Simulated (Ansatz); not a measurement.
One change: `C[SiH](Cl)[SiH2]O` becomes `C[SiH](F)Cl`.

Ansatz, PBE0-D4/def2-TZVP geometries, multiplicity 1. Each molecule was computed in one conformer, which needn't be the lowest.

```csv
property,`C[SiH](Cl)[SiH2]O`
HOMO–LUMO gap (B3LYP/def2-TZVPP) / eV,6.61
LUMO energy (PBE0/def2-TZVPP) / eV,-0.72
HOMO energy (PBE/def2-TZVPP) / eV,-6.48
LUMO energy (B3LYP/def2-TZVPP) / eV,-0.90
HOMO–LUMO gap (ωB97M-V/def2-TZVPP) / eV,10.79
LUMO energy (ωB97M-V/def2-TZVPP) / eV,1.04
```

Task: Give the same properties after the change, and the shifts. (An estimate is asked.)

Result: The calculation gave: 
| property | `C[SiH](F)Cl` | shift |
| --- | --- | --- |
| HOMO–LUMO gap (B3LYP/def2-TZVPP) / eV | 9.22 | 2.61 |
| LUMO energy (PBE0/def2-TZVPP) / eV | 0.71 | 1.43 |
| HOMO energy (PBE/def2-TZVPP) / eV | -7.58 | -1.10 |
| LUMO energy (B3LYP/def2-TZVPP) / eV | 0.48 | 1.38 |
| HOMO–LUMO gap (ωB97M-V/def2-TZVPP) / eV | 13.66 | 2.87 |
| LUMO energy (ωB97M-V/def2-TZVPP) / eV | 2.46 | 1.42 |

With PBE0 the HOMO falls by 1.27 eV and the LUMO rises by 1.43 eV, so the gap widens by about 2.70 eV. PBE moves the HOMO by -1.10 eV and ωB97M-V by -1.46 eV.

B3LYP here is the variant with VWN-RPA as its local correlation; programs differ in this.
